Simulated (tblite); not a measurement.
C6H7ClGaN.
Atom-mapped SMILES: `[CH:1]#[C:2][C:3]#[C:4][Ga@-:5]([NH3+:6])([Cl:7])[CH:8]=[CH2:9]` (hydrogens: H10 on C1; H11, H12, H13 on N6; H14 on C8; H15, H16 on C9)
Bond orders are those of one Lewis drawing.

Computed with GFN2-xTB (tblite), gas phase: L-BFGS steps from a force-field or distance-geometry start until the largest atomic force falls under 0.01 eV/Å.

Step 29: E = -679.2199 eV
```
atom  x, y, z in Å  |  force x, y, z in eV/Å
C1      3.7828   -2.8180   -1.0256    0.025  -0.014  -0.007
C2      2.7418   -2.2210   -0.9180    0.002   0.026   0.000
C3      1.5893   -1.5088   -0.8093   -0.037   0.012   0.027
C4      0.5452   -0.9002   -0.6420   -0.028  -0.002  -0.002
Ga5    -0.9309    0.3925   -0.7961   -0.021  -0.007  -0.040
N6     -2.1875   -0.5268    0.8261    0.021   0.014  -0.011
Cl7    -2.2375    0.0847   -2.4137    0.038   0.013   0.042
C8     -0.5886    2.2459   -0.0833   -0.045  -0.009   0.004
C9      0.0454    2.4583    1.0637   -0.009  -0.013  -0.007
H10     4.6876   -3.3363   -1.1233    0.029  -0.044   0.003
H11    -3.0502   -0.0060    0.9716    0.008  -0.012   0.002
H12    -2.4327   -1.4764    0.5489    0.016   0.014  -0.012
H13    -1.6819   -0.5729    1.7077   -0.008  -0.003   0.004
H14    -0.9460    3.1084   -0.6451   -0.016   0.034   0.030
H15     0.2193    3.4470    1.4708    0.006   0.005  -0.032
H16     0.4363    1.6384    1.6512    0.017  -0.014  -0.001
```

Step 30: E = -679.2204 eV
```
atom  x, y, z in Å  |  force x, y, z in eV/Å
C1      3.7816   -2.8190   -1.0252    0.015  -0.007  -0.005
C2      2.7405   -2.2221   -0.9180    0.015   0.013   0.007
C3      1.5879   -1.5114   -0.8066   -0.010   0.008   0.013
C4      0.5465   -0.8992   -0.6393   -0.083   0.026   0.001
Ga5    -0.9318    0.3919   -0.7974    0.011   0.014  -0.016
N6     -2.1844   -0.5239    0.8242   -0.001  -0.001   0.010
Cl7    -2.2385    0.0828   -2.4122    0.026   0.009   0.024
C8     -0.5904    2.2464   -0.0834   -0.044  -0.005   0.001
C9      0.0458    2.4579    1.0625   -0.007  -0.017   0.002
H10     4.6868   -3.3356   -1.1226    0.046  -0.054  -0.001
H11    -3.0495   -0.0074    0.9717    0.009  -0.005  -0.005
H12    -2.4274   -1.4732    0.5437    0.017   0.010  -0.015
H13    -1.6821   -0.5732    1.7077    0.002   0.000   0.001
H14    -0.9504    3.1107   -0.6413   -0.015   0.021   0.028
H15     0.2181    3.4460    1.4719    0.005   0.003  -0.037
H16     0.4399    1.6380    1.6483    0.015  -0.014  -0.007
```

Step 31: E = -679.2210 eV
```
atom  x, y, z in Å  |  force x, y, z in eV/Å
C1      3.7806   -2.8201   -1.0249    0.000   0.002  -0.002
C2      2.7395   -2.2229   -0.9179    0.025  -0.001   0.016
C3      1.5859   -1.5137   -0.8037    0.019   0.002  -0.001
C4      0.5468   -0.8981   -0.6365   -0.100   0.032  -0.001
Ga5    -0.9324    0.3917   -0.7996    0.036   0.038   0.017
N6     -2.1813   -0.5209    0.8226   -0.018  -0.014   0.025
Cl7    -2.2391    0.0812   -2.4103    0.008   0.003  -0.003
C8     -0.5932    2.2467   -0.0833   -0.036   0.003   0.003
C9      0.0460    2.4572    1.0613   -0.006  -0.018   0.008
H10     4.6866   -3.3358   -1.1219    0.038  -0.049  -0.004
H11    -3.0488   -0.0090    0.9717    0.007   0.003  -0.011
H12    -2.4218   -1.4697    0.5380    0.018   0.004  -0.017
H13    -1.6823   -0.5735    1.7078    0.012   0.002  -0.001
H14    -0.9553    3.1133   -0.6368   -0.017   0.007   0.025
H15     0.2171    3.4451    1.4722    0.003  -0.002  -0.040
H16     0.4439    1.6375    1.6453    0.010  -0.012  -0.015
```

Step 32: E = -679.2215 eV
```
atom  x, y, z in Å  |  force x, y, z in eV/Å
C1      3.7801   -2.8213   -1.0247   -0.012   0.009   0.001
C2      2.7389   -2.2234   -0.9175    0.027  -0.009   0.023
C3      1.5839   -1.5153   -0.8009    0.037   0.002  -0.010
C4      0.5460   -0.8970   -0.6339   -0.071   0.012  -0.007
Ga5    -0.9323    0.3923   -0.8016    0.043   0.054   0.042
N6     -2.1786   -0.5184    0.8216   -0.024  -0.020   0.030
Cl7    -2.2395    0.0798   -2.4087   -0.006  -0.002  -0.024
C8     -0.5966    2.2470   -0.0830   -0.023   0.013   0.009
C9      0.0460    2.4561    1.0601   -0.003  -0.015   0.009
H10     4.6871   -3.3371   -1.1213    0.008  -0.031  -0.003
H11    -3.0480   -0.0103    0.9716    0.001   0.010  -0.013
H12    -2.4162   -1.4665    0.5326    0.017  -0.005  -0.017
H13    -1.6823   -0.5738    1.7079    0.020   0.003   0.000
H14    -0.9601    3.1159   -0.6322   -0.021  -0.004   0.020
H15     0.2165    3.4441    1.4715    0.002  -0.008  -0.039
H16     0.4476    1.6368    1.6424    0.006  -0.011  -0.022
```

Task: Estimate the geometry and energy of step 33. (The exact step hangs on the optimiser's Hessian estimate; all steps are aligned on step 32, rigid shifts and turns removed.)

Result: E = -679.2219 eV, largest force 0.078 eV/Å
```
atom  x, y, z in Å  |  force x, y, z in eV/Å
C1      3.7797   -2.8225   -1.0246   -0.016   0.012   0.004
C2      2.7387   -2.2237   -0.9167    0.018  -0.010   0.028
C3      1.5822   -1.5163   -0.7985    0.039   0.010  -0.014
C4      0.5445   -0.8964   -0.6318   -0.014  -0.021  -0.014
Ga5    -0.9316    0.3938   -0.8027    0.032   0.053   0.048
N6     -2.1766   -0.5165    0.8212   -0.020  -0.018   0.024
Cl7    -2.2399    0.0786   -2.4077   -0.009  -0.003  -0.031
C8     -0.6002    2.2474   -0.0824   -0.009   0.020   0.016
C9      0.0459    2.4549    1.0591   -0.001  -0.007   0.006
H10     4.6876   -3.3389   -1.1208   -0.027  -0.009  -0.002
H11    -3.0473   -0.0112    0.9713   -0.007   0.014  -0.012
H12    -2.4109   -1.4637    0.5273    0.013  -0.013  -0.014
H13    -1.6820   -0.5741    1.7081    0.023   0.001   0.003
H14    -0.9649    3.1183   -0.6275   -0.027  -0.008   0.013
H15     0.2161    3.4431    1.4700    0.003  -0.008  -0.030
H16     0.4511    1.6359    1.6393    0.003  -0.012  -0.025
```

The energy changes by -0.0005 eV. The first-order estimate −F·Δx gives -0.0006 eV and the mean of the old and new forces, exact on a quadratic surface, -0.0005 eV. The step makes an angle of 73° with the force vector and moves no atom by more than 0.008 Å.

What follows is the cost of the whole relaxation. Hardware: one thread of an Arm Neoverse N1, no GPU, shared host with 64 logical CPUs at a one-minute load of 55. Cost: 1.8 s wall.
